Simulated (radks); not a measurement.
Values are calculated unless marked as measured or tabulated.
Zr II, configuration [Kr] 4d2 5s1.

Level of theory: Dirac Kohn-Sham, PBE, spin-unpolarised, spherical densities, finite nucleus; open shells are shared between the two j in proportion to 2j + 1; Fermi nuclear charge, rms radius 4.2694 fm (a radial shooting solver on a logarithmic mesh with Libxc functionals).

Energy parts (hartree):
part                       energy
total                 -3598.65183
kinetic                3718.84795
electron-nucleus      -8675.18475
Hartree                1471.60865
exchange-correlation   -113.92368

Orbitals (lengths in bohr, moments of r in powers of bohr; r(max) is where P^2 peaks):
orbital  occ.  eigenvalue (hartree)   r(max)     <r^2>      <r>
1s1/2       2             -655.0023  0.02414  0.001853  0.03707
2s1/2       2             -90.95194   0.1371   0.03111   0.1623
2p1/2       2             -83.27784   0.1070   0.02360   0.1387
2p3/2       4             -80.12259   0.1106   0.02498   0.1430
3s1/2       2             -15.11202   0.4084    0.2409   0.4583
3p1/2       2             -12.25503   0.3963    0.2414   0.4549
3p3/2       4             -11.75273   0.4054    0.2525   0.4654
3d3/2       4              -6.71660   0.3459    0.2456   0.4505
3d5/2       6              -6.62485   0.3486    0.2493   0.4540
4s1/2       2              -2.24733    1.079     1.670    1.213
4p1/2       2              -1.48236    1.163     2.082    1.347
4p3/2       4              -1.41720    1.189     2.179    1.378
4d3/2     0.8              -0.36996    1.575     5.489    2.125
5s1/2       1              -0.36541    3.001     13.27    3.428
4d5/2     1.2              -0.36477    1.588     5.594    2.145

The highest occupied level is 4d5/2 at -9.926 eV. Summed over all electrons, <r^2> = 45.26 bohr^2, which gives a Langevin (diamagnetic) susceptibility term of -35.8 x 10^-6 cm^3/mol. The electron density at the nucleus is 7.474e+04 e/bohr^3. For comparison, the ionisation energy in NIST's Atomic Spectra Database is 13.130 eV (measured). In exact Kohn-Sham theory the highest level is minus the ionisation energy, but local and semilocal functionals leave it too shallow, through self-interaction and a potential that decays too fast; potentials with the right tail come closer. The density falls to 0.001 e/bohr^3 at r = 4.48 bohr.

Beside tabulated values, note that spin-unpolarised runs miss the spin-polarisation part of the exchange energy of open shells.
